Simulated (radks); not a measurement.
Values are calculated unless marked as measured or tabulated.
Problem. Sn3+, 47 electrons, occupied as [Kr] 4d8 5s1 6s2 (not the ground configuration). Level of theory: scalar-relativistic Kohn-Sham, PBE, spin-unpolarised, spherical densities, point nucleus (a radial shooting solver on a logarithmic mesh with Libxc functionals). Some entries of the table are withheld. Estimate them.

orbital,occ.,eigenvalue (Ry),<r^2> (bohr^2)
1s,2,-2136.691,0.001143
2s,2,(1),0.01857
2p,6,-293.2010,0.01466
3s,2,(2),0.1316
3p,6,-55.50470,0.1322
3d,10,-38.94868,0.1173
4s,2,-13.78450,0.7402
4p,6,-10.48348,0.8602
4d,8,-5.63090,1.212
5s,1,-3.49498,4.153
5p,0,-2.67335,5.471
5d,0,-1.61126,10.04
6s,2,-1.46601,(3)
7s,0,-0.73115,50.19

Solution. 
(1) 2s eigenvalue (Ry): -326.1394
(2) 3s eigenvalue (Ry): -66.26745
(3) 6s <r^2> (bohr^2): 16.96
